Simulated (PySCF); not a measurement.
## Trend along the fifth-period p block: MH molecules

PBE with double-zeta basis sets in PySCF, for the lowest determinant that a PBE0 search found; no spin–orbit coupling. De refers to high-spin ground-configuration atoms. A positive dipole means M(−)H(+).

```
 M                       basis  state (unpaired electrons)  Re (Å)  ωe (cm⁻¹)  De (eV)  μ (D)
In                    def2-SVP      singlet (closed shell)   1.886       1384     2.62  -0.77
Sn                    def2-SVP               doublet (π ↑)   1.808       1635     2.61  -0.51
Sb                    def2-SVP              triplet (π ↑↑)   1.744       1850     2.60  -0.19
Te  aug-cc-pVDZ-PP/aug-cc-pVDZ               doublet (π ↑)   1.683       2063     2.95   0.08
 I                  x2c-SVPall      singlet (closed shell)   1.628       2263     3.40   0.57
```

The shortest bond is that of HI (1.628 Å), the longest that of InH (1.886 Å).

The rows differ in basis set, which adds steps of its own.

The state changes along the series, so neighbouring rows are not always alike in their bonding.

These are scalar-relativistic numbers at best; spin–orbit coupling would shift them, the dissociation energy most. States were picked by a PBE0 search and need not be the measured ground states.
